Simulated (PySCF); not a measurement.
`C#Cc1ccc(OC(F)(F)F)cc1`. Theory: PySCF, PBE0-D3(BJ)/def2-SVP geometry optimisation, gas phase.

```
atom  x, y, z in Å
C1     3.7734   -2.1121    0.7680
C2     2.7152   -1.5792    0.5068
C3     1.4700   -0.9526    0.1972
C4     0.6766   -1.4166   -0.8666
C5    -0.5291   -0.8022   -1.1674
C6    -0.9624    0.2855   -0.4102
O7    -2.1727    0.8113   -0.8034
C8    -2.7063    1.9023   -0.2234
F9    -2.9527    1.7168    1.0734
F10   -3.8441    2.1573   -0.8351
F11   -1.9165    2.9695   -0.3297
C12   -0.1972    0.7636    0.6531
C13    1.0114    0.1412    0.9468
H14    4.7108   -2.5829    0.9998
H15    1.0180   -2.2672   -1.4588
H16   -1.1547   -1.1500   -1.9909
H17   -0.5267    1.6086    1.2560
H18    1.6162    0.5095    1.7771
```

**Question.** Work out the bond lengths C1–H14, C4–C5, C8–F9, C12–H17 in Å.

**Answer.** For C1–H14 the difference vector is (0.9374, -0.4708, 0.2318) Å, of length 1.0743 Å. C1–H14 1.074; C4–C5 1.386; C8–F9 1.333; C12–H17 1.089 Å.

**Question.** How far apart are these pairs, which share no bond: C2···H14, C4···F9, C5···F9, O7···H14, C12···H15?

**Answer.** C2···H14 2.288 Å (2 bonds apart); C4···F9 5.172 Å (5 bonds apart); C5···F9 4.152 Å (4 bonds apart); O7···H14 7.884 Å (7 bonds apart); C12···H15 3.889 Å (4 bonds apart).

**Question.** Where is the centre of mass (commonest isotopes), and what is the radius of gyration?

**Answer.** Mass 186.029 u; centre at (-0.707, 0.504, -0.049) Å; Rg = √(Σ m r²/M) = 2.853 Å. As Ia + Ib + Ic = 2 Σ m r², the three principal moments sum to 3029.3 u·Å².

**Question.** How far are the heavy atoms from their best plane (unweighted least squares)?

**Answer.** 0.422 Å rms; C1 0.03, C2 0.01, C3 0.00, C4 0.00, C5 0.01, C6 0.03, O7 0.04, C8 0.01, F9 1.04, F10 0.01, F11 1.11, C12 0.04, C13 0.02 Å (magnitudes).

**Question.** What are the angles C2–C3–C4, C6–C5–H16, O7–C8–F9, C12–C13–H18?

**Answer.** From the scalar product of the two bond vectors; for C2–C3–C4 it is -1.0266 Å² over 1.4279 × 1.4059 Å², cos θ = -0.5114. C2–C3–C4 120.8°; C6–C5–H16 118.7°; O7–C8–F9 112.3°; C12–C13–H18 119.4°.

**Question.** Give the dihedral angles H16–C5–C6–O7, H15–C4–C5–C6, H17–C12–C13–C3, C6–O7–C8–F11, C3–C4–C5–H16, O7–C6–C12–C13.

**Answer.** H16–C5–C6–O7 0° (synperiplanar); H15–C4–C5–C6 180° (antiperiplanar); H17–C12–C13–C3 180° (antiperiplanar); C6–O7–C8–F11 60° (synclinal); C3–C4–C5–H16 180° (antiperiplanar); O7–C6–C12–C13 180° (antiperiplanar). Dihedral signs follow IUPAC: positive where, seen along the central bond, the front bond turns clockwise onto the rear one.

**Question.** What is the repulsion energy of the bare nuclei, Σ ZA·ZB/RAB?

**Answer.** 760.83 Eh over 153 pairs, with full nuclear charges and distances in bohr; the largest single term is 21.70 Eh (C8 with F10).

Whether it is a minimum is left open (no frequencies). One conformer, not necessarily the lowest.
